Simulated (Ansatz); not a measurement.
`FB(F)[CH2][SbH2]` + silanol → `FB(F)O[SiH3]` + `[CH3][SbH2]` at 298.15 K and 1 bar (ligand exchange at a B–C bond).

Calculated with Ansatz (gas phase, PBE0-D4/def2-TZVP geometries, no zero-point term in ΔE). CCSD(T)/CBS is the MP2 limit (def2-TZVPP, def2-QZVPP) plus CCSD(T) − MP2 in def2-TZVPP, frozen cores. Elements past krypton have def2 core potentials. For Sb outer-core shells are correlated without core-valence functions, which leaves a few kJ/mol of doubt a bond. One conformer a species, not always the lowest.

```csv
species,CCSD(T)/CBS energy (Eh),H − E (kJ/mol),S (J/(mol·K))
`FB(F)[CH2][SbH2]`,-504.97662,153.5,361.7
`O[SiH3]`,-366.69042,113.6,257.8
`FB(F)O[SiH3]`,-590.65048,124.2,341.9
`[CH3][SbH2]`,-281.05548,144.1,284.1
```

H − E and S are ideal-gas, rigid-rotor, harmonic terms from PBE0-D4/def2-TZVP, for one conformer and one mirror image of each species. 1 Eh = 2625.50 kJ/mol, R = 8.31446 J/(mol·K).

Problem. By hand: ΔE, ΔH, ΔS and ΔG.

Solution. ΔE = (-590.65048) + (-281.05548) − (-504.97662) − (-366.69042) = -0.03892 Eh = -102.2 kJ/mol. Δ(H − E) = 124.2 + 144.1 − 153.5 − 113.6 = 1.2, so ΔH = -101.0 kJ/mol. ΔS = 341.9 + 284.1 − 361.7 − 257.8 = 6.5 J/(mol·K). ΔG = -101.0 − 298.15 × (6.5)/1000 = -102.9 kJ/mol.

Problem. By hand: the equilibrium constant, and the temperature at which ΔG would vanish if ΔH and ΔS stayed fixed.

Solution. log₁₀ K = −ΔG/(RT ln 10) = 18.0. ΔH and −TΔS have one sign here, so there is no such temperature.

The number of gas molecules stays the same, so ΔS is small and ΔH decides. A doubt of 5 kJ/mol in ΔE shifts log₁₀ K by 0.9 here. Other conformers and mirror images would add mixing entropy, several J/(mol·K) or more a flexible species. Modes under 60 cm⁻¹, often nearly free rotors, make the harmonic entropy too high. These are equilibria of isolated gas molecules and say nothing of rates. Largest T1 diagnostic: 0.013 (customary marks: 0.02 for closed shells, 0.045 for open ones).

ΔS is within the doubt of such terms, so its sign, and with it that verdict, could turn.
